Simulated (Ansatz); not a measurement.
Species: HBF₂, SMILES `B(F)F` (charge 0, multiplicity 1), formula HBF$_{2}$.

Problem. How many basis functions does Ansatz (a first-principles code) with frozen-core CCSD(T)/cc-pVTZ // B3LYP-D3(BJ)/def2-TZVP use, how many core orbitals are frozen, and how many electrons are correlated?

Solution. 104 basis functions and 3 frozen orbitals, which leaves 18 correlated electrons. Core time is of the order of seconds.
